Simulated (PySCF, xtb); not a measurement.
In(Br)(OH)(OMe) (CH4BrInO2), SMILES C[O][In]([OH])[Br].

xtb with GFN2-xTB at its own geometry gives an orbital gap of 2.55 eV and a dipole moment of 3.38 D.

Geometry optimised at PBE0-D3(BJ)/def2-SVP. The structure was generated by enumeration; whether it is a known compound was not checked. The def2 effective core potentials stand for the cores of In; spin–orbit coupling is left out. One conformer was computed; it need not be the lowest.

**Question.** What does PySCF with HF/def2-TZVP give? (Estimate from the structure and the level; the computed values follow.)

**Answer.** gap 12.48 eV (levels -11.53 and 0.95 eV), dipole 1.12 D.
